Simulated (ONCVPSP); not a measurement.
## Pseudopotential generation for Pr: ONCV, LDA (Perdew-Wang 92), scalar-relativistic.

- Element: praseodymium (Pr)
- Generator: ONCVPSP 4.0.1
- Type: optimised norm-conserving Vanderbilt (ONCV)
- Functional: LDA (Perdew-Wang 92)
- Relativity: scalar-relativistic
- Frozen core: [Kr] 4d10
- Valence charge: 13
- Reference configuration: 4f3 5s2 5p6 6s2
- Partial waves: 5s+6s: rc 2.15 bohr, ncon 4, nbas 8, qcut 4.8 1/bohr, 2 projectors; 5p: rc 2.00 bohr, ncon 3, nbas 6, qcut 3.4 1/bohr, 2 projectors, debl 2.9 Ha; d scattering state at 0.14 Ha: rc 2.30 bohr, ncon 3, nbas 7, qcut 4.4 1/bohr, 2 projectors, debl 3.2 Ha; 4f: rc 0.90 bohr, ncon 5, nbas 8, qcut 14 1/bohr, 2 projectors, debl 3.2 Ha
- Local potential: polynomial inside 0.80 bohr (lpopt 2, dvloc0 0 Ha)
- Core correction: none

In the d channel the program set the typed energies aside and used 0.050, 3.250 Ha.

Question: Estimate the cutoffs (Ha) at which the residual kinetic energy of the hardest occupied pseudo-wave falls to 1 and 0.1 mHa per electron.

Answer: 296 Ha and 383 Ha.

Question: Does the potential have ghost states?

Answer: Ghosts flagged at negative energy: s at -146.8 eV; GHOST(+) flagged for p at 50.8 eV, d at 153.1 eV. A true bound ghost makes a file unfit for plane-wave use.

Question: Which valence shell sets the plane-wave cutoff?

Answer: 4f: 296 Ha for 1 mHa per electron, against 9 Ha for 5s.

Tests left out (the all-electron energies of this program are off by 10 to 40 meV for near-neutral 4f atoms).
